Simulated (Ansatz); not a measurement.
Geometry optimisation, Ansatz, RKS PBE0-D4/cc-pVDZ.

The input (input.yaml):

```yaml
crystal:
  periodic: [false, false, false]
  atoms:
    - { symbol: Si, position_ang: [-1.340004, -0.11358, -0.378169] }
    - { symbol: Si, position_ang: [0.917645, -0.88458, 2.219625] }
    - { symbol: H, position_ang: [-1.023993, -1.523254, -0.772853] }
    - { symbol: H, position_ang: [-2.537924, 0.363584, -1.143853] }
    - { symbol: H, position_ang: [-1.588265, -0.0065, 1.086454] }
    - { symbol: H, position_ang: [1.09494, -0.054337, 1.044501] }
    - { symbol: O, position_ang: [0.011735, 0.92391, -0.701899] }
    - { symbol: C, position_ang: [0.391802, 1.152, -2.039049] }
    - { symbol: H, position_ang: [0.082258, -0.158753, 3.229346] }
    - { symbol: H, position_ang: [2.242784, -1.226743, 2.832743] }
    - { symbol: H, position_ang: [0.216345, -2.153886, 1.837947] }
    - { symbol: H, position_ang: [-0.402283, 1.659821, -2.609254] }
    - { symbol: H, position_ang: [0.655954, 0.217221, -2.566076] }
    - { symbol: H, position_ang: [1.279006, 1.805198, -2.039363] }
basis:
  gaussian: { orbitals: cc-pVDZ }
hamiltonian:
  xc: pbe0
  dispersion: d4
relax:
  f_tol: 0.03
  max_steps: 50
```

Command:

```bash
$ ansatz run input.yaml --threads 2 --pin off --max-ram 3072MiB --backend cpu --events-out ev --progress --plain --runs-dir out
```

Q: Where does it end, and by what steps?

A: The forces met the threshold. The force dipped under the threshold on the way, but the program's further checks kept it going. After 7 steps the energy has fallen by 0.130 eV; H9 moved furthest, 0.35 Å.

```csv
step,energy less start (eV),largest force component (eV/Å),accepted
0,0.0000,0.942,yes
1,-0.1053,0.570,yes
2,-0.1118,0.720,yes
3,-0.1287,0.108,yes
4,-0.1295,0.033,yes
5,-0.1298,0.007,yes
6,-0.1300,0.044,yes
7,-0.1301,0.030,yes
```

```xyz
14
Properties=species:S:1:pos:R:3
Si -1.516 -0.022 -0.561
Si 1.098 -0.967 2.449
H -1.203 -1.429 -0.982
H -2.707 0.454 -1.343
H -1.794 0.041 0.905
H 1.308 -0.061 1.277
O -0.193 0.992 -0.817
C 0.359 1.160 -2.102
H 0.288 -0.261 3.493
H 2.420 -1.363 3.031
H 0.366 -2.197 2.006
H -0.372 1.583 -2.816
H 0.739 0.208 -2.519
H 1.205 1.861 -2.022
```

Whether the end is a true minimum wasn't checked by a vibrational analysis.

Run time: 27 s on 2 threads of Intel(R) Xeon(R) Platinum 8559C (Emerald Rapids), with other jobs on the host, peak memory 0.28 GiB.
